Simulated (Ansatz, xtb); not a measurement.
## Two isomers of C7H7OP

Structure I: `CC(=O)C1=CC=CC=P1`, a singlet. Structure II: `CC(=O)C1=CC=CP=C1`, a singlet. Both are isolated molecules in the gas phase, relaxed with B3LYP/def2-SVP, each in the lowest conformer that the search found.

Task: Which of the two would you expect CCSD(T)/def2-SVP + ΔMP2/def2-TZVPP electronic energies to favour?

Result: Too close to call at this level: CCSD(T)/def2-SVP + ΔMP2/def2-TZVPP gives E(II) − E(I) = +0.009 eV.

The same difference at several levels:

| level | geometry | E(II) − E(I) (eV) | departure from the last row (eV) | job, with rough time for the two |
| --- | --- | --- | --- | --- |
| GFN2-xTB | GFN2-xTB | +0.108 | +0.099 | optimisation, 0.14 s |
| HF/STO-3G | GFN2-xTB | +0.001 | −0.008 | single point, 0.86 s |
| r2SCAN-D4/def2-SVP | GFN2-xTB | +0.022 | +0.013 | single point, 11 s |
| B3LYP/def2-SVP | B3LYP/def2-SVP | +0.020 | +0.011 | optimisation, 72 s |
| HF/def2-SVP | B3LYP/def2-SVP | +0.018 | +0.008 | part of the CCSD(T) run |
| MP2/def2-SVP | B3LYP/def2-SVP | +0.025 | +0.016 | part of the CCSD(T) run |
| CCSD(T)/def2-SVP | B3LYP/def2-SVP | +0.013 | +0.003 | single point |
| CCSD(T)/def2-SVP + ΔMP2/def2-TZVPP | B3LYP/def2-SVP | +0.009 |  | single point, 5.7 min |

As drawn, both hold the same kinds of bond in the same numbers.

The largest departure from CCSD(T)/def2-SVP + ΔMP2/def2-TZVPP is that of GFN2-xTB, 0.099 eV. A small imaginary or near-zero mode remains, so no thermal terms are given. The last row adds to CCSD(T) the change of the MP2 difference between the two basis sets, here −0.003 eV.

The correlated steps freeze 13 core orbitals. Programs: Ansatz 0.2.0, xtb 6.7.1; the last row on 2 threads of Arm Neoverse V2 on a shared host.
